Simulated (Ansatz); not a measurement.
GeCl(NHMe)3 (C3H12ClGeN3). The state is a singlet with charge 0. Geometry PBE0-D4/def2-SVP, basis def2-TZVP, Ansatz.

| run | HOMO (eV) | LUMO (eV) |
| --- | --- | --- |
| A | -9.22 | 1.97 |
| B | -5.79 | -0.11 |
| C | -5.50 | -0.53 |
| D | -6.89 | 0.39 |
| E | -6.31 | 0.21 |
| F | -7.09 | 0.67 |

The runs used PBE, PBE0, r2SCAN, r2SCAN0, r2SCANh, ωB97M-V. Estimate which is which.

A ωB97M-V (range-separated); B r2SCAN (0 % exact exchange); C PBE (0 % exact exchange); D PBE0 (25 % exact exchange); E r2SCANh (10 % exact exchange); F r2SCAN0 (25 % exact exchange). Exact exchange lowers occupied and raises empty levels; among semilocal functionals meta-GGAs tend to open the gap a little, and such runs are hard to tell apart. The gap grows from 4.97 eV (PBE) to 11.19 eV (ωB97M-V).
